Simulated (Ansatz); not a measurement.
Consider the hydrogenolysis of a C–B bond: `C[Si](C)(C)CBCl` + H₂ → `C[Si](C)(C)C` + `BCl`.

Isolated molecules relaxed with PBE0-D4/def2-TZVP in Ansatz; ΔE leaves out vibrations. CCSD(T)/CBS is the MP2 limit (def2-TZVPP, def2-QZVPP) plus CCSD(T) − MP2 in def2-TZVPP, frozen cores. This one scheme is used for every species. DFT in def2-TZVPP. One conformer a species, not always the lowest.

```json
{"species": "`C[Si](C)(C)CBCl`", "ωB97M-V energy (Eh)": "-934.22166"}
{"species": "H₂", "ωB97M-V energy (Eh)": "-1.16132"}
{"species": "`C[Si](C)(C)C`", "ωB97M-V energy (Eh)": "-449.13321"}
{"species": "`BCl`", "ωB97M-V energy (Eh)": "-486.24436"}
```

Q: Work out ΔE.

A: ΔE = (-449.13321) + (-486.24436) − (-934.22166) − (-1.16132) = 0.00541 Eh = +14.2 kJ/mol. CCSD(T)/CBS gives +13.5 kJ/mol.

Largest T1 diagnostic among the species: 0.012.

From r2SCAN to r2SCAN0 (25 % exact exchange), in def2-TZVPP and without D4, ΔE moves by −4.1 kJ/mol. The D4 term adds +16.3 kJ/mol with B3LYP and +9.4 kJ/mol with PBE0; it sums over pairs of atoms, weighted by their polarisabilities, and B3LYP, whose exchange is more repulsive, gets the larger term.

B3LYP here is the variant with VWN-RPA as its local correlation; programs differ in this.
